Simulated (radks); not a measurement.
Neutral ytterbium inside a hard spherical wall (all orbitals vanish at R), configuration held at [Xe] 4f14 6s2 and not refilled when levels cross. Calculated with a radial shooting solver on a logarithmic mesh with Libxc functionals: scalar-relativistic Kohn-Sham, r2SCAN, spin-unpolarised, spherical densities, finite nucleus; meta-GGA in the generalised Kohn-Sham scheme; Fermi nuclear charge, rms radius 5.3108 fm. Eigenvalues in eV, with the zero of energy where the potential of the charges vanishes at infinity; a dash marks a level that is unbound or too diffuse for the functional's potential to be trusted. A positive occupied level is held by the wall or, in an anion where self-interaction has pushed it up, behind a barrier. The pressure on the wall is -dE/dV.

R (bohr)  E (hartree)  kinetic (hartree)    e(5s)    e(5p)   e(6s)   e(4f)  e(6p, empty)  e(5d, empty)  pressure (GPa)
free      -14059.5974          15318.762  -56.561  -28.461  -4.009  -2.992             -             -               0
8         -14059.5837          15318.860  -55.963  -27.870  -3.511  -2.410         0.110         0.191           0.487
7         -14059.5614          15318.979  -55.394  -27.313  -2.935  -1.854         1.167         0.785            1.65
6         -14059.5033          15319.238  -54.400  -26.350  -1.693  -0.873         3.306         1.877            5.91
5         -14059.3446          15319.852  -52.674  -24.712   1.180   0.873         7.943         3.943            24.1
4         -14058.8477          15321.689  -49.328  -21.583   8.901   4.460        19.385         8.413             130
3.5       -14058.1953          15324.137  -46.152  -18.532  17.860   8.089        31.676        12.981             359
3         -14056.7240          15329.662  -40.562  -12.823  35.709  14.785        54.563        21.464            1170
2         -14041.5242          15381.711   -3.030   30.659  169.96  57.169        208.66        81.512           23200
1.5       -13998.4585          15514.448   83.359   132.65  446.61  128.82        506.10        208.81          174000
